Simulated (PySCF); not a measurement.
PySCF input file for In(F)2(NH2) (F2H2InN), SMILES [NH2][In]([F])[F], B3LYP-D3(BJ)/def2-SVP. Geometry optimised at B3LYP-D3(BJ)/def2-SVP. The def2 effective core potentials stand for the cores of In; spin–orbit coupling is left out. Other conformers were not sampled.

```python
import numpy as np
from pyscf import gto, scf, dft, df
from pyscf.hessian import thermo

mol = gto.M(
    atom='''
    In    0.00630939    0.01893722   -0.00000000
    F    -1.08010389   -0.02927901    1.62776729
    F    -1.08010391   -0.02927901   -1.62776727
    N     2.03075261   -0.13706338   -0.00000001
    H     2.45872097    0.27927107   -0.82775022
    H     2.45872098    0.27927108    0.82775019
    ''',
    basis='def2-SVP',
    ecp={'In': 'def2-svp'},
    charge=0,
    spin=0,
    max_memory=1600,
    verbose=3,
)
mf = dft.RKS(mol, xc='b3lyp').density_fit(auxbasis='def2-universal-jkfit')
mf.disp = 'd3bj'
mf.grids.level = 3
mf.conv_tol = 1e-11
mf.max_cycle = 100
mf.kernel()

# [left out here: the lines that compute and print the analytic Hessian (its translational invariance restored by hand, since the grid's response is missing), thermochemistry and intensities]
```

Output:

```
converged SCF energy = -445.686266422805

WARN: DFTD3 does not support analytical Hessian, using finite difference


WARN: Mole.unit (angstrom) is changed to Bohr

Mode                                 0                   1                   2
Irrep
Freq [cm^-1]                      101.1877            133.2182            142.4159
Reduced mass [au]                   5.1081             19.8192             10.4000
Force const [Dyne/A]                0.0308              0.2072              0.1243
Char temp [K]                     145.5865            191.6713            204.9047
Normal mode                   x     y     z       x     y     z       x     y     z
       0  In                 0.00  0.00 -0.03    0.03 -0.01  0.00    0.00  0.05  0.00
       1   F                 0.08 -0.00  0.03   -0.11  0.01 -0.10   -0.01 -0.10 -0.02
       2   F                -0.08  0.00  0.03   -0.11  0.01  0.10   -0.01 -0.10  0.02
       3   N                 0.00 -0.00  0.17    0.03  0.02 -0.00   -0.01 -0.12 -0.00
       4   H                 0.12  0.02  0.25    0.02  0.04  0.00    0.04 -0.16  0.00
       5   H                -0.12 -0.02  0.25    0.02  0.04 -0.00    0.04 -0.16 -0.00
Mode                                 3                   4                   5
Irrep
Freq [cm^-1]                      238.9895            486.5445            600.2210
Reduced mass [au]                   1.0781              2.2924              4.5063
Force const [Dyne/A]                0.0363              0.3197              0.9565
Char temp [K]                     343.8527            700.0292            863.5844
Normal mode                   x     y     z       x     y     z       x     y     z
       0  In                -0.00 -0.00  0.00    0.01 -0.00  0.00   -0.02  0.00 -0.00
       1   F                -0.01  0.02  0.00    0.02  0.00 -0.03    0.08  0.00 -0.11
       2   F                 0.01 -0.02  0.00    0.02  0.00  0.03    0.08  0.00  0.11
       3   N                -0.00  0.00 -0.06   -0.17  0.09  0.00   -0.06 -0.04 -0.00
       4   H                 0.05  0.62  0.28    0.17 -0.41 -0.05   -0.22  0.20  0.03
       5   H                -0.05 -0.62  0.28    0.17 -0.41  0.05   -0.22  0.20 -0.03
Mode                                 6                   7                   8
Irrep
Freq [cm^-1]                      619.4811            642.2965            840.9756
Reduced mass [au]                  22.0253              2.6087              1.0973
Force const [Dyne/A]                4.9800              0.6341              0.4573
Char temp [K]                     891.2954            924.1217           1209.9767
Normal mode                   x     y     z       x     y     z       x     y     z
       0  In                -0.00 -0.00  0.04    0.04  0.00  0.00   -0.00 -0.00  0.01
       1   F                 0.08  0.00 -0.12   -0.03 -0.00  0.05   -0.01 -0.00  0.00
       2   F                -0.08 -0.00 -0.12   -0.03 -0.00 -0.05    0.01  0.00  0.00
       3   N                 0.00 -0.00  0.00   -0.16 -0.04 -0.00    0.00 -0.00 -0.08
       4   H                -0.00  0.01  0.01   -0.35  0.23  0.03    0.63 -0.17  0.17
       5   H                 0.00 -0.01  0.01   -0.35  0.23 -0.03   -0.63  0.17  0.17
Mode                                 9                  10                  11
Irrep
Freq [cm^-1]                     1522.4086           3503.9879           3606.0628
Reduced mass [au]                   1.0930              1.0491              1.0951
Force const [Dyne/A]                1.4926              7.5894              8.3900
Char temp [K]                    2190.4069           5041.4584           5188.3214
Normal mode                   x     y     z       x     y     z       x     y     z
       0  In                 0.00 -0.00  0.00    0.00 -0.00  0.00    0.00 -0.00  0.00
       1   F                -0.00  0.00  0.00    0.00  0.00 -0.00    0.00 -0.00 -0.00
       2   F                -0.00  0.00 -0.00    0.00  0.00  0.00   -0.00  0.00 -0.00
       3   N                -0.07 -0.04  0.00   -0.04 -0.04 -0.00   -0.00 -0.00  0.08
       4   H                 0.46  0.29  0.40    0.28  0.25 -0.58    0.29  0.27 -0.54
       5   H                 0.46  0.29 -0.40    0.28  0.25  0.58   -0.29 -0.27 -0.54
temperature 298.1500 [K]
pressure 101325.00 [Pa]
Rotational constants [GHz] 4.92874 4.41400 2.33891
Symmetry number 1
Zero-point energy (ZPE) 0.02834 [Eh]   74394.500 [J/mol]
                           tot       elec      trans        rot        vib
Entropy [J/mol/K]       337.101      0.000    172.712    109.826     54.562
Cv [J/mol/K]             77.078      0.000     12.472     12.472     52.134
Cp [J/mol/K]             85.392      0.000     20.786     12.472     52.134
Internal energy [J/mol]                      3718.434   3718.434  83105.074
Internal energy [Eh]   -445.65178  -445.68627
Enthalpy [J/mol]                             6197.391   3718.434  83105.074
Enthalpy [Eh]          -445.65084
Gibbs free energy [J/mol]                  -45296.797 -29026.230  66837.396
Gibbs free energy [Eh] -445.68912
static polarisability / bohr^3: [[43.636 -2.149 -0.   ]
 [-2.148 24.281  0.   ]
 [-0.     0.    32.499]]
largest difference of analytic and finite-field dipole derivatives / e: 0.00113487048892158
mode   freq/cm-1   IR/(km/mol)   Raman/(A^4/amu)   depolarisation
   1      101.19         8.373             3.016            0.750
   2      133.22        25.421             0.944            0.730
   3      142.42        26.912             1.345            0.464
   4      238.99        32.313             0.319            0.750
   5      486.54        94.398            23.771            0.071
   6      600.22        55.495            11.072            0.132
   7      619.48        67.104             3.422            0.750
   8      642.30        35.855             5.510            0.624
   9      840.98        26.894             0.624            0.750
  10     1522.41         7.645             2.562            0.700
  11     3503.99        21.135           161.272            0.083
  12     3606.06        23.049            90.771            0.750
max |gradient| / (hartree/bohr): 0.00013371967280164998
APT charges: [ 1.5395 -0.6123 -0.6123 -0.6025  0.1438  0.1438]
```

The calculation finished and met its thresholds.
